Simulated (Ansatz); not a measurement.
Molecule: sum formula BN3H6, net charge 0, singlet state. 
Geometry from a B3LYP-D3(BJ)/def2-TZVP (Ansatz, a first-principles code) optimisation:
SMILES: NB(N)N
```xyz
10

B      0.0001     0.0000     0.0000
N      1.4250     0.0680    -0.0780
N     -0.6432    -1.2496     0.2579
N     -0.7832     1.1815    -0.1799
H      1.9304     0.9298    -0.1686
H      2.0168    -0.7414    -0.0475
H     -0.1412    -2.0988     0.4402
H     -1.6370    -1.3760     0.2065
H     -0.3870     2.0736    -0.4112
H     -1.7730     1.2132    -0.0198
```

CCSD(T) with Ansatz in growing basis sets, 24 correlated electrons. Correlated levels leave the core frozen unless marked. UHF or UKS for open shells. No spin-orbit coupling. No relativistic terms. Costs are ratios of core time to the smallest set, on shared machines of one kind, and rough; they hold the program's checks for lower states.

```json
[
 {"basis": "aug-cc-pVDZ", "functions": "146", "cost over smallest": "1×", "E(corr) (Eh)": "-0.6847", "electronic atomisation energy (kcal/mol)": "831.6"},
 {"basis": "aug-cc-pVTZ", "functions": "322", "cost over smallest": "10×", "E(corr) (Eh)": "?", "electronic atomisation energy (kcal/mol)": "?"}
]
```

**Question.** What does the step to aug-cc-pVTZ buy, and how does its cost grow by formal scaling?

**Answer.** Formally CCSD grows as o²v⁴ and (T) as o³v⁴; with o = 12 and v going from 130 to 306 both grow 31-fold in the last step, while integrals and the mean field grow more slowly. That step adds 129.5 mEh of correlation energy and 48.8 kcal/mol to the atomisation energy. Row: E(corr) (Eh) -0.8142, electronic atomisation energy (kcal/mol) 880.4.
